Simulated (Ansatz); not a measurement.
A geometry relaxed with PBE0-D3(BJ)/def2-SVP run with Ansatz (an electronic-structure program), charge 0, multiplicity 1:

```xyz
21

B     -3.7397     0.5704     0.2659
C     -1.5936     0.6566    -1.0512
C      0.8519    -0.3984     0.6893
C     -0.2616     0.5615    -1.4453
H     -0.0433     0.8860    -2.4685
C      2.1681    -0.7400     0.9942
O      4.2668    -0.6927    -0.1786
C     -0.2441    -0.5100     1.5487
C      2.9543    -0.4721    -0.1460
H     -4.3474     1.0115    -0.6834
H      2.4981     0.3355    -2.1821
H      4.6140    -0.4449    -1.0431
H      2.5362    -1.1413     1.9363
H     -0.0109    -0.9047     2.5434
C     -1.5770    -0.1910     1.3205
H     -4.3377     0.3163     1.2871
H     -2.2435    -0.3720     2.1693
C      2.1561     0.0419    -1.1894
C      0.8410     0.1087    -0.7227
C     -2.2171     0.3315     0.1727
H     -2.2705     1.0473    -1.8171
```

Task: Write the SMILES of this molecule.

Result: `Bc1ccc2cc(O)cc-2cc1`
